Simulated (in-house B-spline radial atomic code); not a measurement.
How G0W0 and RPA depend on the start: Nb XIV (Nb13+)

Configuration [Ar] 3d10. Computed with an all-electron radial atomic-structure program (B-spline basis): all electrons, non-relativistic, point nucleus, each spin shell either full or empty, empty states to l = 9 with an (l + 1/2)⁻⁴ tail; G0W0 by contour deformation at full frequency.

Without relativity these are model numbers: it shifts the levels of so heavy an element strongly and can reorder them.

```
       start  mean-field 3d (eV)  G0W0 (eV)  QP weight  RPA correlation (Eh)
Hartree-Fock             -489.31    -487.67      0.988               -2.0116
         PBE             -461.70          ?          ?                     ?
   BHandHLYP             -476.16    -487.60      0.986               -2.0679
    LDA VWN5             -461.91    -487.65      0.983               -2.1297
       HSE06             -468.50          ?          ?                     ?
```

(1) What G0W0 level, weight and RPA correlation energy follow from the HSE06 start?

(2) What G0W0 level, weight and RPA correlation energy follow from the PBE start?

(3) How much of the dependence on the start does G0W0 remove?

Results:

(1) G0W0 level -487.56 eV, weight 0.984, RPA correlation -2.0977 hartree.

(2) G0W0 level -487.46 eV, weight 0.983, RPA correlation -2.1276 hartree.

(3) The mean-field levels span 27.6 eV and the G0W0 levels 0.218 eV. Against 482.5 ± 1.5 eV (NIST, semi-empirical) the G0W0 removal energies are off by +4.96 to +5.17 eV, with relativity, Breit and QED terms left out.
